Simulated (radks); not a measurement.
Species: Ga13+. Configuration: [Ar] (the NIST ground configuration). Calculated with a radial shooting solver on a logarithmic mesh with Libxc functionals: Dirac Kohn-Sham, LB94 model potential, spin-unpolarised, spherical densities, finite nucleus; Fermi nuclear charge, rms radius 3.9973 fm.

Normalised radial functions P(r) = r R(r) (large component), r in bohr:

| r | 2s1/2 | 3p1/2 |
|---|---|---|
| 0.001624 | 0.1789 | 0.0020 |
| 0.002031 | 0.2196 | 0.0029 |
| 0.002541 | 0.2687 | 0.0041 |
| 0.003179 | 0.3275 | 0.0059 |
| 0.003977 | 0.3970 | 0.0085 |
| 0.004976 | 0.4780 | 0.0124 |
| 0.006225 | 0.5707 | 0.0181 |
| 0.007788 | 0.6739 | 0.0266 |
| 0.009822 | 0.7888 | 0.0396 |
| 0.01229 | 0.9013 | 0.0580 |
| 0.01537 | 1.0052 | 0.0844 |
| 0.01923 | 1.0850 | 0.1217 |
| 0.02406 | 1.1191 | 0.1735 |
| 0.0301 | 1.0800 | 0.2432 |
| 0.03766 | 0.9364 | 0.3335 |
| 0.04712 | 0.6594 | 0.4441 |
| 0.05895 | 0.2332 | 0.5694 |
| 0.07375 | -0.3306 | 0.6944 |
| 0.09226 | -0.9778 | 0.7916 |
| 0.1154 | -1.6062 | 0.8201 |
| 0.1444 | -2.0793 | 0.7304 |
| 0.1807 | -2.2667 | 0.4796 |
| 0.226 | -2.1047 | 0.0576 |
| 0.2828 | -1.6462 | -0.4827 |
| 0.3566 | -1.0381 | -1.0304 |
| 0.4461 | -0.5276 | -1.3808 |
| 0.5582 | -0.2048 | -1.4345 |
| 0.6983 | -0.0573 | -1.1872 |
| 0.8736 | -0.0107 | -0.7711 |
| 1.093 | -0.0012 | -0.3781 |
| 1.367 | -0.0001 | -0.1319 |
| 1.711 | 0.0000 | -0.0303 |

2s1/2: eigenvalue -1719.2 eV, 1 radial node at r = 0.0651 bohr, <r> = 0.216 bohr, 90 % of the charge inside 0.333 bohr. 3p1/2: eigenvalue -473.46 eV, 1 radial node at r = 0.232 bohr, <r> = 0.574 bohr, 90 % of the charge inside 0.858 bohr.
